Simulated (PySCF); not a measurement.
Spin–spin coupling constants

Geometry (Å), atoms numbered from 1 in this order:
```xyz
9

O     0.1139    0.8933   -1.1783
B    -0.0002    0.0015   -0.0060
O    -0.9520    0.6372    0.9288
O    -0.4182   -1.3207   -0.5142
O     1.2573   -0.2060    0.7406
H    -0.0022    1.7696   -0.8020
H    -0.6876    0.2853    1.7828
H    -0.9503   -1.1035   -1.2841
H     1.6665   -0.9446    0.2821
```

Total charge -1.

Couplings: B3LYP/pcJ-1 in PySCF 2.14.0 with density-fitted response routines, geometry PBE0-D3(BJ)/def2-SVP; gas phase, one conformer, non-relativistic. Couplings are averaged over pairs made equivalent by symmetry, fast rotation or ring inversion, so a value needn't be that of the named pair in this geometry, while other rotamers aren't included; one pair stands for each set, and the list holds those of at least 1.5 Hz over up to four bonds.

Isotopes: ¹⁷O, ¹H, ¹¹B. Couplings to quadrupolar nuclei such as 17O and 33S are rarely resolved in practice.

```tsv
pair	bonds	J (Hz)
O1, B2	1	-5.2
O1, H6	1	?
O1, O3	2	?
B2, H6	2	-4.3
```

Q: Estimate the withheld couplings, with signs.

A: 
- ¹J(O1,H6) = -69.3 Hz (bond length 0.961 Å)
- ²J(O1,O3) = 1.6 Hz
